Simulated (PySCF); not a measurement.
Compound: CH₇AlPb.
Bonds: Al1–C2, C2–Pb3. Hydrogens: H4, H5 on Al1; H6, H7 on C2; H8, H9, H10 on Pb3.

Level of theory: PBE0-D3(BJ)/def2-SVP geometry optimisation, gas phase, def2 core potentials past Kr (PySCF).

(1) How far are the bound atoms from Al1?

(2) List the angles at Al1.

(3) What is the shape at Al1?

(4) How far are the bound atoms from Pb3?

(5) List the angles at Pb3.

(6) Describe the arrangement about Pb3 in numbers.

(7) What are the other bond lengths?

(8) Give some angles away from the centre.

(9) What are the rotational constants (commonest isotopes, rigid rotor)?

Answers

(1) 3 atoms: H4 1.590 Å, H5 1.591 Å, C2 1.967 Å. The nearest atom not counted as bound is H10, at 2.41 Å.

(2) 
```csv
angle,degrees,distance of the outer atoms (Å)
H4–Al1–H5,122.5,2.79
C2–Al1–H4,119.0,3.07
C2–Al1–H5,118.4,3.06
```

(3) Planar: angles 122.5°, 119.0° and 118.4°, sum 359.9°, 0.03 Å off the plane of its three neighbours.

(4) 4 atoms: H9 1.752 Å, H8 1.753 Å, H10 1.833 Å, C2 2.245 Å. The nearest atom not counted as bound is H6, at 2.79 Å (others tie with it).

(5) 
```
     angle  degrees  distance of the outer atoms (Å)
 C2–Pb3–H9    117.3                             3.42
 C2–Pb3–H8    116.8                             3.42
 H8–Pb3–H9    114.0                             2.94
H9–Pb3–H10    105.7                             2.86
H8–Pb3–H10    105.6                             2.86
C2–Pb3–H10     93.6                             2.99
```

(6) Angles from 93.6° to 117.3°; τ4 = (360° − α − β)/141° = 0.89 with α and β the two widest (0 for a square, 1 for a tetrahedron). The Pb–H distances aren't all alike: 1.752 to 1.833 Å.

(7) C2–H6, C2–H7 1.099 Å.

(8) Al1–C2–Pb3 91.2°.

(9) A = 11623, B = 1823, C = 1680 MHz: a near-prolate asymmetric top.

Point group: Cs (every atom within 0.08 Å of its image). Charge 0, singlet. Whether it is a minimum is left open (no frequencies).

Time: 21 s wall; peak memory 0.40 GiB. Hardware: one thread of an AMD EPYC 7R13, shared host with 64 logical CPUs at a one-minute load of 26. This is the geometry optimisation.

One conformer stands for the species.
